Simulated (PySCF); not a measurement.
# Magnetisability: `C[C@@H](O)[C@H](F)Br`, C3H6BrFO

Molfile (atoms numbered from 1):
```
C3H6BrFO
     RDKit          3D

 12 11  0  0  0  0  0  0  0  0999 V2000
   -1.2942    0.3113    0.0463 C   0  0  0  0  0  0  0  0  0  0  0  0
    0.0342   -0.3068    0.4369 C   0  0  1  0  0  0  0  0  0  0  0  0
    0.0449   -1.6958    0.2379 O   0  0  0  0  0  0  0  0  0  0  0  0
    1.2274    0.2914   -0.3040 C   0  0  2  0  0  0  0  0  0  0  0  0
    2.3624   -0.3175    0.0823 F   0  0  0  0  0  0  0  0  0  0  0  0
    1.4015    2.2092    0.0312 Br  0  0  0  0  0  0  0  0  0  0  0  0
   -2.1008   -0.2231    0.5675 H   0  0  0  0  0  0  0  0  0  0  0  0
   -1.3495    1.3768    0.3050 H   0  0  0  0  0  0  0  0  0  0  0  0
   -1.4667    0.2171   -1.0400 H   0  0  0  0  0  0  0  0  0  0  0  0
    0.2244   -0.1532    1.5122 H   0  0  0  0  0  0  0  0  0  0  0  0
   -0.2836   -1.8764   -0.6505 H   0  0  0  0  0  0  0  0  0  0  0  0
    1.1204    0.1957   -1.3977 H   0  0  0  0  0  0  0  0  0  0  0  0
  1  2  1  0
  2  3  1  0
  2  4  1  0
  4  5  1  0
  4  6  1  0
  1  7  1  0
  1  8  1  0
  1  9  1  0
  2 10  1  1
  3 11  1  0
  4 12  1  6
M  END
```

Method used: GIAO HF/3-21G magnetisability, non-relativistic, IEF-PCM cyclohexane in PySCF 2.14.0. Geometry: PBE0-D3(BJ)/def2-SVP.

The calculation is non-relativistic, which matters for the atoms heavier than Zn.

Task: How diamagnetic is it, and how anisotropic?

Result: Isotropic -1323 × 10⁻³⁰ J/T², or -79.7 × 10⁻⁶ cm³/mol; principal values -1405, -1344, -1220 × 10⁻³⁰ J/T², anisotropy 163 × 10⁻³⁰ J/T² (root of half the summed squared differences of the principal values). The susceptibility is in cgs units.

Task: Split it along the inertial axes a, b, c into diamagnetic and paramagnetic parts about the centre of mass, with the quadrupole moment.

Result: 
| axis | χ (10⁻⁶ cm³/mol) | diamagnetic (10⁻⁶ cm³/mol) | paramagnetic (10⁻⁶ cm³/mol) | summed x² of all electrons (Å²) | quadrupole Θ (D Å) |
| --- | --- | --- | --- | --- | --- |
| a | -82.4 | -399.3 | 316.9 | 187.0 | -3.22 |
| b | -82.2 | -866.7 | 784.5 | 76.8 | -3.30 |
| c | -74.4 | -1118.9 | 1044.5 | 17.3 | +6.52 |

Anisotropies 2χaa − χbb − χcc = -8.2 and 2χbb − χaa − χcc = -7.5 × 10⁻⁶ cm³/mol. Θ is traceless in Buckingham's convention.
